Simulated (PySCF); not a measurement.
# Checking a proposed structure

A compound C5H10Si gives the data below (simulated from a calculation) and was assigned the structure `C=C(C)[C@@H]1C[SiH2]1`.

¹³C{¹H} NMR (computed): δ 150.0 (CH), 110.3 (CH2), 24.2 (CH), 20.0 (CH3), 18.0 (CH).

¹H NMR (300 MHz, computed): δ 7.01 (m, 1H), 4.89 (m, 1H), 4.65 (m, 1H), 2.91 (m, 1H), 2.57 (m, 1H), 1.53 (m, 1H), 1.35 (d, 3H), 1.12 (m, 1H).

PySCF 2.14 calculation with GFN2-xTB geometry and σ from GIAO-PBE0/pcSseg-1; single conformer, in vacuum, relativity neglected, equivalent nuclei averaged.

Scale: ¹H, ¹³C vs TMS (reference shieldings calculated alike).

**Question.** Compare with the shifts computed for the proposed structure, pairing carbons in order of shift.

**Answer.** Atoms are numbered as in `[CH2:1]=[C:2]([CH3:3])[C@@H:4]1[CH2:5][SiH2:6]1`. Hydrogens are named by the atom that carries them.

| atom | computed for proposal | given list | difference |
| --- | --- | --- | --- |
| C2 | 153.1 | 150.0 | +3.1 |
| C1 | 113.9 | 110.3 | +3.6 |
| C3 | 21.9 | 24.2 | -2.3 |
| C4 | 21.2 | 20.0 | +1.2 |
| C5 | -0.5 | 18.0 | -18.5 |

The rms difference is 8.6 ppm and the largest -18.5 ppm at C5 (three-membered-ring carbon). The carbon types in order of shift don't match either: C, CH2, CH3, CH, CH2 for the proposal against CH, CH2, CH, CH3, CH in the data. The proposal doesn't fit.

**Question.** Which isomer fits?

**Answer.** SMILES [C@@H]1(C=C)[SiH2][C@H]1C.

1. Carbon types of the structure: 3 × CH, 1 × CH2, 1 × CH3, leaving 2 H on heteroatoms.
2. δC 150.0: alkene CH; the olefinic region.
3. δC 110.3: terminal =CH2 carbon; the olefinic region.
4. δC 24.2, 18.0: three-membered-ring carbon; carbons of three-membered rings are unusually shielded.
5. δH 4.89, 4.65: hydrogen on a terminal =CH2 carbon; attached to an sp2 carbon and in the plane of the double bond.

Other isomers checked: C=CC1C[SiH2]C1 (rms 8.8 ppm).

The data come from this structure; uniqueness wasn't tested.

Shifts are as computed. Against solution values, carbons near 30 ppm lie about +3 ppm off and those near 130 ppm about +5 ppm. Of 1211 compounds with measured shifts, 218 miss one by over three times the rms of a fit or turn the order of signals round; such compounds aren't used in these exercises. Multiplicities follow the n + 1 count of equivalent neighbours, as no J values were calculated; m marks all less simple cases, F and P coupling included.
